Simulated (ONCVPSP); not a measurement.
**Before and after: ONCV potential for Ar**

* Element: argon (Ar)
* Generator: ONCVPSP 4.0.1
* Type: optimised norm-conserving Vanderbilt (ONCV)
* Functional: PBEsol
* Relativity: scalar-relativistic
* Frozen core: [Ne]
* Valence charge: 8
* Reference configuration: 3s2 3p4 (charge +2)
* Partial waves: 3s: rc 1.25 bohr, ncon 4, nbas 8, qcut 4.6 1/bohr, 2 projectors, debl 2.2 Ha; 3p: rc 0.95 bohr, ncon 5, nbas 10, qcut 7.7 1/bohr, 2 projectors, debl 2.3 Ha; d scattering state at 0.02 Ha: rc 1.00 bohr, ncon 4, nbas 8, qcut 10.9 1/bohr, 3 projectors, debl 1.7 Ha
* Local potential: polynomial inside 0.95 bohr (lpopt 5, dvloc0 0 Ha)
* Core correction: none

In the d channel the program set the typed energies aside and used 0.050, 1.750, 3.450 Ha.

Change: s: qcut 5.1; p: qcut 8.6; d: qcut 12.2.

Cutoffs: the cutoffs (Ha) at which the residual kinetic energy of the hardest occupied pseudo-wave falls to 1 and 0.1 mHa per electron; they do not see the model core or the augmentation charge, which bear on the density cutoff. Errors are all-electron minus pseudo energies relative to the spin-unpolarised reference configuration.

Task: What does the change do?

Result: The potential gets neither clearly harder nor softer (330 Ha and 381 Ha → 320 Ha and 377 Ha); both files keep a bound ghost (p); the errors of the 4 common tests hardly move.

```csv
quantity,base,changed
"cutoff, loose",330 Ha,320 Ha
"cutoff, tight",381 Ha,377 Ha
loose cutoff by channel,"s 92 Ha, p 330 Ha","s 60 Ha, p 320 Ha"
bound ghosts,p,p
GHOST(+) flags under 300 eV,s at 199.5 eV,s at 196.0 eV
"error for 3s2 3p6, meV [ΔE -44.62 eV]",+15,+14
"error for 3s2 3p5, meV [ΔE -28.60 eV]",+7.1,+6.9
"error for 3s2 3p3, meV [ΔE 42.52 eV]",+11,+9.9
"error for 3s2 3p2, meV [ΔE 100.09 eV]",+72,+68
s: phases at 1.27 bohr within 0.05 rad from the reference energy up to (Ha; the scan ends near 5),to the end of the scan,to the end of the scan
p: phases at 0.97 bohr within 0.05 rad from the reference energy up to (Ha; the scan ends near 5),to the end of the scan,to the end of the scan
d: phases at 1.01 bohr within 0.05 rad from the reference energy up to (Ha; the scan ends near 5),to the end of the scan,to the end of the scan
```

 A true bound ghost makes a file unfit for plane-wave use even where its test errors are small: the radial tests pick states by their node count and pass the ghost by.
